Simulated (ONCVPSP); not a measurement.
## arsenic (As), ONCV: configuration errors across variants

ONCVPSP 4.0.1 input, shortened (lines: element, Z, core and valence counts, functional; n l f; lmax; l rc ep ncon nbas qcut; lloc lpopt rc5 dvloc0; l nproj debl; icmod fcfact rcfact), PBE, scalar-relativistic:

```
  As 33.00    5    3        4      upf
    1    0    2.00
    2    0    2.00
    2    1    6.00
    3    0    2.00
    3    1    6.00
    3    2   10.00
    4    0    2.00
    4    1    3.00
    2
    0    1.70    0.00    4    8    5.00
    1    1.55    0.00    4    7    4.90
    2    0.70    0.00    4    9   20.00
    4    5    0.60    1.00
    0    2    2.60
    1    2    3.00
    2    2    3.70
    3    5.75    1.30
```

All-electron excitation energies from the reference (eV): (1) 3d10 4s2 4p2 9.149; (2) 3d10 4s2 4p1 27.068; (3) 3d10 4s2 4p0 54.771; (4) 3d10 4s1 4p3 19.256.

1 further variants failed, have other tests or too few solved ones, and are left out.

A true bound ghost makes a file unfit for plane-wave use even where its test errors are small: the radial tests pick states by their node count and pass the ghost by.

Errors AE − PS in meV (a dash: test not solved or not reliable):

```tsv
change	(1)	(2)	(3)	(4)	bound ghosts	GHOST(+) flags above zero
base	-0.9	-2.1	-1.6	-0.6	s	p
d: rc 0.5; local potential polynomial inside 0.50 bohr (lpopt 5, dvloc0 1 Ha)	-1.6	-4.9	-3.3	-2.7	s, p	s
d: rc 0.62	-0.9	-2.1	-1.7	-0.6	s	p
d: rc 0.74	-0.9	-2.1	-1.3	-0.5	s	p
d: rc 0.78	-0.9	-2.0	-1.3	-0.5	s	p
d: rc 0.86	-0.9	-1.9	-0.4	-0.3	s	p
d: rc 0.9	-0.8	-1.6	+0.9	0.0	s	p
d: rc 0.98	-0.8	-1.1	+4.4	+1.5	s	p
d: rc 1.02	-0.8	-1.0	+4.4	+1.6	s	p
```

**Question.** Give the same row for: d: rc 0.66.

**Answer.** -0.9, -2.1, -1.7, -0.6; bound ghosts: s; GHOST(+) flags above zero: p.
